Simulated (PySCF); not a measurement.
**How the method changes the constants of Zn₂**

State: ¹Σg⁺ (singlet), closed shell. Set-up: PySCF, no relativity, basis sets Zn jorge-DZP. De refers to Zn + Zn in their ground configurations, without counterpoise correction. Levels whose curve was spin-contaminated or gave no clean fit are not listed.

```csv
Level,Re (Å),ωe (cm⁻¹),De (eV),"CPU s a point (SCF and correlation, without the integrals)"
PBE,2.789,93.8,0.209,2
revPBE,2.887,72.1,0.116,1.5
r²SCAN,2.703,111,0.238,2.7
PBE0,2.990,56.7,0.114,6.5
```

(1) What does the step from GGA to meta-GGA do here, going from PBE to r²SCAN?

Closed-shell solutions of metal pairs were not tested for spin polarisation, which can lower them a little. The bond is weak. Basis-set superposition, not corrected here, can be much of De in a small basis, most of all at correlated wavefunction levels. Functionals without a dispersion term scatter widely for such bonds, and LDA overbinds them.

The whole job (state search and all levels along the bond) took about 16 min on 1 thread of Intel Xeon @ 2.50GHz (shared host), peak memory 2.1 GiB.

Answers

(1) r²SCAN less PBE: -8.6 pm in Re, +18.3 % in ωe, +0.03 eV in De.
